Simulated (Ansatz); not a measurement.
Start from `P[SiH]1CC1` and change one atom or group to get `[SiH3][SiH]1CC1`.

Ansatz, PBE0-D4/def2-TZVP geometries, multiplicity 1. Each molecule was computed in one conformer, which needn't be the lowest.

| property | `P[SiH]1CC1` |
| --- | --- |
| HOMO energy (B3LYP/def2-TZVPP) / eV | -6.68 |
| LUMO energy (B3LYP/def2-TZVPP) / eV | -0.09 |
| HOMO–LUMO gap (PBE/def2-TZVPP) / eV | 5.05 |
| LUMO energy (PBE0/def2-TZVPP) / eV | 0.12 |
| size of the dipole moment (B3LYP/def2-TZVPP) / D | 0.52 |
| HOMO energy (ωB97M-V/def2-TZVPP) / eV | -9.03 |

**Question.** Give the same properties after the change, and the shifts. (Estimate.)

**Answer.** Computed: 
```json
{"property": "HOMO energy (B3LYP/def2-TZVPP) / eV", "`[SiH3][SiH]1CC1`": "-6.64", "shift": "0.04"}
{"property": "LUMO energy (B3LYP/def2-TZVPP) / eV", "`[SiH3][SiH]1CC1`": "-0.37", "shift": "-0.28"}
{"property": "HOMO–LUMO gap (PBE/def2-TZVPP) / eV", "`[SiH3][SiH]1CC1`": "4.78", "shift": "-0.27"}
{"property": "LUMO energy (PBE0/def2-TZVPP) / eV", "`[SiH3][SiH]1CC1`": "-0.19", "shift": "-0.31"}
{"property": "size of the dipole moment (B3LYP/def2-TZVPP) / D", "`[SiH3][SiH]1CC1`": "0.17", "shift": "-0.35"}
{"property": "HOMO energy (ωB97M-V/def2-TZVPP) / eV", "`[SiH3][SiH]1CC1`": "-8.98", "shift": "0.05"}
```

Dipoles are sizes alone; their direction can turn.

B3LYP here is the variant with VWN-RPA as its local correlation; programs differ in this.
